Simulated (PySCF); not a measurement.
# How strongly Sn binds etchant and ambient atoms

CCSD(T) extrapolated to the basis-set limit (PySCF; Br2 CCSD(T)/CBS(TQ), Cl2 CCSD(T)/CBS(TQ)+CV+SR, F2 CCSD(T)/CBS(TQ)+CV+SR, H2 CCSD(T)/CBS(TQ)+SR, N2 CCSD(T)/CBS(TQ)+CV+SR, O2 CCSD(T)/CBS(TQ)+CV+SR, SnBr CCSD(T)/CBS(DT), SnCl CCSD(T)/CBS(DT), SnF CCSD(T)/CBS(DT), SnH CCSD(T)/CBS(DT), SnN CCSD(T)/CBS(DT), SnO CCSD(T)/CBS(DT)+CV; CV core-valence, SR scalar-relativistic term); no spin–orbit coupling. D0 is De less the harmonic zero-point energy.

```
 X            state of SnX  D0(SnX) (eV)  D0(X₂) (eV)
 H           doublet (π ↑)          2.60         4.48
 F           doublet (π ↑)          4.96         1.62
Cl           doublet (π ↑)          3.86         2.54
Br           doublet (π ↑)          3.43         2.21
 O  singlet (closed shell)          5.71         5.09
 N           doublet (π ↑)          2.68         9.74
```

**Question.** Give the energy of Sn + X₂ → SnX + X at 0 K for each X.

**Answer.** H: 4.48 − 2.60 = +1.88 eV; F: 1.62 − 4.96 = -3.34 eV; Cl: 2.54 − 3.86 = -1.32 eV; Br: 2.21 − 3.43 = -1.22 eV; O: 5.09 − 5.71 = -0.62 eV; N: 9.74 − 2.68 = +7.06 eV (composite CCSD(T); negative means exothermic).

**Question.** Does an atom of Br displace H from SnH?

**Answer.** SnH + Br → SnBr + H has ΔE = 2.60 − 3.43 = -0.83 eV at composite CCSD(T), so it is downhill.

Gas-phase diatomics only hint at surface chemistry, where an atom holds several bonds.

Correlated steps freeze the inner cores (0 to 18 orbitals); shallow outer-core shells are correlated. Spin–orbit coupling is left out, which matters for elements this heavy, above all for dissociation energies. Where the molecule has an RHF reference, its open-shell atoms are computed with UHF. The CCSD T1 diagnostic is raised in SnN, SnO, a sign that a single reference may not be enough there. States were picked by a PBE0 search and need not be the measured ground states.
